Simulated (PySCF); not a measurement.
Working out the ionisation energy of Cd²⁺

Cd²⁺ [Kr] 4d10 (1S) → Cd³⁺ [Kr] 4d9 (2D). Computed with PySCF 2.14 in x2c-SVPall (6s6p5d1f, 56 functions), with the spin-free X2C one-electron Hamiltonian (Gaussian nucleus). Frozen: [Kr]. Energies in hartree (1 hartree = 27.21139 eV):

```json
{"part": "UHF", "Cd²⁺ (lower)": "-5589.933963", "Cd³⁺ (upper)": "-5588.611845"}
{"part": "MP2 opposite-spin", "Cd²⁺ (lower)": "-0.165597", "Cd³⁺ (upper)": "-0.131477"}
{"part": "MP2 same-spin", "Cd²⁺ (lower)": "-0.099458", "Cd³⁺ (upper)": "-0.079893"}
```

**Question.** What does Hartree-Fock give?

**Answer.** (-5588.611845) − (-5589.933963) = 1.322118 hartree = 35.977 eV.

**Question.** What do MP2 and SCS-MP2 (6/5 opposite-spin, 1/3 same-spin) give?

**Answer.** The opposite-spin parts differ by 0.928 eV and the same-spin parts by 0.532 eV. MP2: 35.977 + (0.928) + (0.532) = 37.437 eV. SCS-MP2: 35.977 + 1.2 × (0.928) + (0.532)/3 = 37.268 eV.

Reference: 37.468 ± 0.006 eV (measured; NIST Atomic Spectra Database, ionization energies), between the lowest levels; spin-orbit coupling is absent from the calculation.

A double-zeta basis recovers only part of the correlation energy.

What remains against the reference includes basis incompleteness, the frozen core and correlation beyond second order.
